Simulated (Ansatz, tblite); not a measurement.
Forces on [CuBr2]- (CuBr2⁻) at its PBE-D4/def2-TZVPD geometry. Total charge -1; singlet.

The xTB rows come from tblite. LC-ωPBE has ω = 0.4 bohr⁻¹.

GFN1-xTB (tblite), largest force 0.11 eV/Å:

```xyz
3
positions Å, forces eV/Å
Cu    0.000    0.000    0.000   -0.002    0.000    0.004
Br    1.338   -0.096   -1.835   -0.060    0.004    0.082
Br   -1.338    0.096    1.835    0.062   -0.004   -0.085
```

GFN2-xTB (tblite), largest force 0.02 eV/Å:

```
Cu -0.001 0.000 0.002
Br 0.010 -0.001 -0.013
Br -0.008 0.001 0.011
```

LC-ωPBE/def2-TZVPD (Ansatz), largest force 0.16 eV/Å:

```
Cu -0.001 0.000 0.002
Br -0.093 0.007 0.128
Br 0.095 -0.007 -0.130
```
